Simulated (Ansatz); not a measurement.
Geometry optimisation, RHF/def2-mTZVP (Ansatz).

Input file:

```yaml
crystal:
  periodic: [false, false, false]
  atoms:
    - { symbol: Ge, position_ang: [-0.002863, -0.145165, -0.060404] }
    - { symbol: H, position_ang: [-0.02015, -0.139076, 1.487795] }
    - { symbol: Ge, position_ang: [2.296518, -0.152153, -0.919982] }
    - { symbol: H, position_ang: [2.739899, -1.59913, -1.191763] }
    - { symbol: H, position_ang: [2.359399, 0.6294, -2.240222] }
    - { symbol: H, position_ang: [3.263116, 0.478276, 0.085946] }
    - { symbol: H, position_ang: [-0.803581, 1.065, -0.545565] }
    - { symbol: H, position_ang: [-0.741435, -1.422077, -0.496132] }
    - { symbol: F, position_ang: [0.988833, 2.134262, 1.422151] }
    - { symbol: H, position_ang: [0.572663, 1.557563, 1.993875] }
basis:
  gaussian: { orbitals: def2-mTZVP }
hamiltonian:
  xc: hf
relax:
  f_tol: 0.03
  max_steps: 50
```

Launched with:

```bash
$ ansatz run input.yaml --threads 2 --pin off --max-ram 3072MiB --backend cpu --events-out ev --progress --plain --runs-dir out
```

Where does it end, and by what steps?

The run converged. The force dipped under the threshold on the way, but the program's further checks kept it going. After 20 steps the energy has fallen by 0.170 eV; H10 moved furthest, 1.13 Å.

| step | energy less start (eV) | largest force component (eV/Å) | accepted |
| --- | --- | --- | --- |
| 0 | 0.0000 | 0.407 | yes |
| 1 | -0.0959 | 0.368 | yes |
| 2 | -0.1313 | 0.352 | yes |
| 3 | -0.1455 | 0.176 | yes |
| 4 | -0.1495 | 0.510 | yes |
| 5 | -0.1528 | 0.465 | yes |
| 6 | -0.1236 | 0.395 | no |
| 7 | -0.1595 | 0.026 | yes |
| 8 | -0.1604 | 0.229 | yes |
| 9 | -0.1607 | 0.411 | yes |
| 10 | -0.1645 | 0.062 | yes |
| 11 | -0.1597 | 0.206 | no |
| 12 | -0.1652 | 0.021 | yes |
| 13 | -0.1645 | 0.464 | no |
| 14 | -0.1661 | 0.074 | yes |
| 15 | -0.1666 | 0.202 | yes |
| 16 | -0.1668 | 0.249 | yes |
| 17 | -0.1685 | 0.006 | yes |
| 18 | -0.1694 | 0.043 | yes |
| 19 | -0.1653 | 0.411 | no |
| 20 | -0.1702 | 0.010 | yes |

```xyz
10
Properties=species:S:1:pos:R:3
Ge -0.037 -0.355 -0.203
H -0.078 -0.739 1.285
Ge 2.273 -0.253 -1.017
H 2.883 -1.665 -1.025
H 2.298 0.289 -2.455
H 3.136 0.652 -0.130
H -0.748 0.994 -0.382
H -0.821 -1.418 -0.991
F 1.178 2.359 1.905
H 0.569 2.543 2.550
```

Whether the end is a true minimum wasn't checked by a vibrational analysis.

The run took 51 s on 2 threads of Arm Neoverse V1, with other jobs on the host, peak memory 0.26 GiB.
